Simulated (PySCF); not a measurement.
# Polarisability and C₆ of Ni²²⁺ (nickel, charge +22)

[He] 2s2 2p2, high-spin 3P determinant. All numbers are calculated (PySCF 2.14, no relativity, point nucleus, in an even-tempered Gaussian basis (17 s from 5.1 bohr⁻², ratio 2.2; 11 p from 6.6 bohr⁻², ratio 2.2; 6 d from 28 bohr⁻², ratio 2.4; 5 f from 42 bohr⁻², ratio 2.4; 4 g from 63 bohr⁻², ratio 2.4)). Coupled (time-dependent) response in atomic units; α is the mean over directions.

```
method  mean α (bohr³)                 α xx, yy, zz  C₆ (like pair)      S(−4)
   UHF         0.01086  0.01313, 0.009722, 0.009722       0.0003962  0.0009312
  PBE0         0.01048  0.01288, 0.009279, 0.009279       0.0003787  0.0008432
```

S(−4) is the Cauchy moment in α(ω) = α(0) + S(−4) ω² + …

α(iu) at PBE0:

| u (hartree) | α(iu) (bohr³) |
| --- | --- |
| 0 | 0.01048 |
| 0.500 | 0.01027 |
| 1.00 | 0.009711 |
| 2.00 | 0.008035 |
| 3.00 | 0.006355 |
| 4.00 | 0.005031 |
| 5.00 | 0.004072 |
| 7.50 | 0.002704 |
| 10.0 | 0.002063 |
| 15.0 | 0.001507 |
| 25.0 | 0.001107 |

A single London oscillator, α(iu) = α/(1 + u²/ω²), gives C₆ = (3/4) ω α². Matching the computed C₆ needs ω = 4 × 0.0003787 / (3 × 0.01048²) = 4.60 hartree.

For an ion, C₆ is the dispersion term alone; charge-induced terms of lower order in 1/R come first.

The components differ because the open shell of this determinant is not spherical; for a pure term their mean is the scalar polarisability.
